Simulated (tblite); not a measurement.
C7H9FSi.
Structure used (GFN2-xTB), in Å, numbered top down from 1:
```xyz
18
C7H9FSi angstrom
C      3.532    1.319   -1.492
C      2.724    0.803   -0.767
Si     1.459    0.030    0.336
F      2.216   -0.259    1.745
C     -0.168    0.927    0.505
C     -1.165    0.231   -0.044
C     -2.592    0.665   -0.087
C     -0.827   -1.083   -0.700
C      0.600   -1.526   -0.339
H      4.247    1.766   -2.121
H     -0.337    1.887    0.964
H     -3.218   -0.042    0.457
H     -2.716    1.652    0.353
H     -2.947    0.692   -1.118
H     -1.561   -1.842   -0.418
H     -0.912   -0.947   -1.783
H      1.093   -1.973   -1.200
H      0.564   -2.293    0.434
```

Calculated harmonic vibrations of the isolated species, GFN2-xTB (tblite), most abundant isotopes, no scaling. Against measured fundamentals such values can be off by several per cent, at times by over 20. One conformer, not necessarily the lowest.

Harmonic wavenumbers (cm⁻¹): 52.6, 74.7, 112.5, 115.5, 138.9, 171.0, 239.7, 271.2, 277.8, 339.5, 395.0, 425.3, 533.3, 630.1, 677.5, 682.1, 720.0, 770.7, 784.9, 802.5, 864.5, 884.6, 921.3, 1010.1, 1016.3, 1061.9, 1131.0, 1134.7, 1193.3, 1247.5, 1263.1, 1332.5, 1399.5, 1465.8, 1476.8, 1478.5, 1488.8, 1667.1, 2213.9, 2933.4, 2963.0, 2992.1, 2994.3, 3008.9, 3021.1, 3042.8, 3095.2, 3356.6.

A = 2258, B = 879.8, C = 827.9 MHz; mass 140.046 u (most abundant isotopes); point group C1, symmetry number 1.

Q: Zero-point energy?

A: ½Σν̃ = 29937 cm⁻¹ = 85.59 kcal/mol.

Q: Give the ideal-gas entropy at 200 K and 1 bar in the rigid-rotor, harmonic-oscillator model (classical rotation).

A: Translation 38.76, rotation 28.47, vibration 21.16: S = 88.4 cal/(mol K).

Q: And Cp and H(200 K) − H(0)?

A: Cp = 30.51 cal/(mol K), of which vibrations give 22.57 (their classical limit is 48 R = 95.4); H(200 K) − H(0) = 3.93 kcal/mol without the zero-point energy, 2.34 from vibrations.

Q: Blend soft modes into free rotors: weight 1/[1 + (100 cm⁻¹/ν̃)⁴] for the oscillator and the rest for a rotor with moment μB/(μ + B), μ = h/(8π²ν), B = 10⁻⁴⁴ kg m². What vibrational entropy results?

A: 20.00 cal/(mol K) in place of 21.16, which changes −T·S at 200 K by +0.23 kcal/mol.

Q: How do the functions run with temperature in this model?

A: 
| T (K) | S (cal/(mol K)) | Cp (cal/(mol K)) | H − H(0) (kcal/mol) | G − H(0) (kcal/mol) | ln q(vib) |
| --- | --- | --- | --- | --- | --- |
| 50 | 59.3 | 13.9 | 0.51 | -2.46 | 0.48 |
| 100 | 71.1 | 20.4 | 1.37 | -5.74 | 1.80 |
| 298.15 | 102.4 | 40.2 | 7.40 | -23.13 | 7.60 |
| 373.15 | 112.2 | 47.1 | 10.68 | -31.18 | 9.72 |
| 500 | 127.4 | 57.0 | 17.31 | -46.39 | 13.19 |
| 750 | 153.3 | 70.4 | 33.36 | -81.58 | 19.61 |
| 1000 | 174.8 | 79.2 | 52.13 | -122.66 | 25.45 |

q(vib) and H(0) count from the zero-point level.

Hindered rotation and anharmonicity are outside this model. Other conformers, if any are populated, would add a mixing term that is left out. The structure is chiral; the term R ln 2 for an equal mix with its mirror image is left out.

Time: 1.3 s wall. Hardware: one thread, Intel Xeon Platinum 8259CL at 2.50 GHz (x86_64) (shared host). This covers the Hessian and the dipole derivatives.
